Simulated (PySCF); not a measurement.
How methods differ on the excitation energy of N⁺

N⁺ [He] 2s2 2p2 (3P) → N⁺ [He] 2s2 2p1 3s1 (3P), as a difference of total energies. Computed with PySCF 2.14 in aug-cc-pVQZ (6s5p4d3f2g, 80 functions), with no relativity, point nucleus. Correlated levels: valence: 1s2 frozen. The calculations carry no spin-orbit coupling.

```csv
method,excitation energy (eV),error (eV)
UHF,18.348,-0.116
MP2 (valence),18.551,+0.087
SCS-MP2 (valence),18.445,-0.019
CCSD (valence),18.443,-0.021
CCSD(T) (valence),18.407,-0.057
```

Reference: 18.464 eV (measured; NIST levels, between the centres of gravity of the two terms).

Errors of the correlated levels include the incompleteness of this basis and the frozen core.
